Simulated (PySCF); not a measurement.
C3H7O, SMILES [CH2]C(C)O, multiplicity 2.

The structure is a stationary point at PBE-D3(BJ)/def2-SVP. The isomer is the one that the SMILES or the coordinates give; other isomers of the formula were not compared. One conformer was computed; it need not be the lowest.

These are PBE-D3(BJ)/def2-SVP run with PySCF values and carry that method's errors.

No scaling factor is applied to the harmonic values.

Task: Give all harmonic wavenumbers and intensities. (The exact figures need the calculation; the answer reports its results.)

Result: 
```tsv
mode	ν (cm⁻¹)	IR (km/mol)	moving atoms (share of kinetic energy)
1	135	1.5	H 96 %
2	254	0.1	H 94 %
3	332	72.4	H 90 %, C 10 %
4	354	0.5	C 45 %, H 43 %, O 12 %
5	417	35.1	H 39 %, O 36 %, C 26 %
6	437	11.9	H 54 %, C 32 %, O 15 %
7	562	39.9	H 52 %, C 43 %
8	825	6.9	C 53 %, H 33 %, O 14 %
9	872	4.9	H 72 %, C 21 %
10	932	5.6	H 52 %, C 38 %, O 9 %
11	993	55.7	H 53 %, C 33 %, O 14 %
12	1111	22.4	H 64 %, C 33 %
13	1128	39.3	C 52 %, H 40 %
14	1209	6.0	H 62 %, C 37 %
15	1280	5.0	H 65 %, C 34 %
16	1331	9.2	H 72 %, C 28 %
17	1345	38.1	H 85 %, C 9 %
18	1377	8.4	H 81 %, C 19 %
19	1413	10.3	H 94 %
20	1417	0.2	H 93 %
21	2889	24.7	H 93 %
22	2966	16.3	H 97 %
23	3054	21.5	H 91 %, C 9 %
24	3075	4.3	H 95 %
25	3081	14.6	H 91 %, C 9 %
26	3195	6.2	H 89 %, C 11 %
27	3666	11.4	H 94 %
```
